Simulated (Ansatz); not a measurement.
Consider the formal exchange of groups at the Sn–C bond: `C[C](=N)[SnH3]` + `C=COC` → `C[O][SnH3]` + `C=CC(C)=N`.

Gas-phase electronic energies from Ansatz, PBE0-D4/def2-TZVP geometries. CBS: MP2 limit from def2 TZ/QZ plus the TZ coupled-cluster correction, frozen cores. DFT in def2-TZVPP. B3LYP here is the variant with VWN-RPA as its local correlation; programs differ in this. Elements past krypton have def2 core potentials. For Sn outer-core shells are correlated without core-valence functions, which leaves a few kJ/mol of doubt a bond. Each species was taken in one conformer, which may not be the lowest.

`C[C](=N)[SnH3]`:

```xyz
11

C    -0.108   -1.623   -0.148
C     0.410   -0.251   -0.437
N     1.323   -0.098   -1.299
Sn   -0.463    1.413    0.670
H     0.032   -1.870    0.909
H     0.409   -2.361   -0.765
H    -1.184   -1.674   -0.344
H     1.599    0.877   -1.415
H    -0.221    1.233    2.351
H    -2.141    1.542    0.371
H     0.342    2.812    0.107
```

`C=COC`:

Z-matrix (Å, degrees):
```
C
O 1 1.408
H 1 1.095 2 111.0
H 1 1.089 2 106.6 3 119.3
H 1 1.095 2 111.0 3 -121.4
C 2 1.344 1 116.4 3 60.7
C 6 1.330 2 128.1 1 0.0
H 6 1.085 2 110.2 1 -180.0
H 7 1.081 6 123.6 2 -0.0
H 7 1.081 6 118.7 2 180.0
```

`C[O][SnH3]`:

Z-matrix (Å, degrees):
```
C
O 1 1.402
H 1 1.100 2 112.6
H 1 1.094 2 108.4 3 118.9
H 1 1.100 2 112.6 3 -122.2
Sn 2 1.967 1 119.0 3 61.1
H 6 1.709 2 107.4 1 -59.6
H 6 1.698 2 103.8 1 -180.0
H 6 1.709 2 107.4 1 59.7
```

`C=CC(C)=N`:

Cartesian coordinates in Å:
```
C 0.970 1.201 -1.243
C 0.156 0.880 -0.246
C 0.062 -0.474 0.349
C -1.293 -0.871 0.846
N 1.032 -1.287 0.462
H 0.998 2.204 -1.651
H 1.627 0.466 -1.699
H -0.528 1.628 0.149
H -1.624 -0.185 1.632
H -1.262 -1.885 1.242
H -2.032 -0.813 0.042
H 1.893 -0.864 0.115
```

```tsv
level	ΔE (kJ/mol)	difference from CCSD(T)/CBS
PBE-D4	-51.8	17.7
r2SCAN-D4	-60.1	9.4
PBE0-D4	-57.0	12.5
B3LYP-D4	-61.5	8.0
ωB97M-V	-62.2	7.3
B2PLYP	-65.4	4.1
PBE	-52.0	17.5
B3LYP	-62.1	7.4
HF/def2-TZVPP	-77.2	-7.7
MP2/def2-TZVPP	-67.3	2.2
SCS-MP2/def2-TZVPP	-70.5	-1.0
CCSD/def2-TZVPP	-66.3	3.2
CCSD(T)/def2-TZVPP	-64.3	5.2
HF/def2-QZVPP	-78.7	-9.2
MP2/def2-QZVPP	-70.8	-1.3
HF/CBS(def2)	-78.9	-9.4
CCSD(T)/CBS	-69.5	0
```

Largest T1 diagnostic among the species: 0.014.

In def2-TZVPP, CCSD(T) changes the Hartree–Fock value by +12.8 kJ/mol (the triples alone add +2.0 kJ/mol) and MP2 by +9.9 kJ/mol. From PBE to PBE0 (25 % exact exchange), in def2-TZVPP and without D4, ΔE moves by −5.2 kJ/mol.
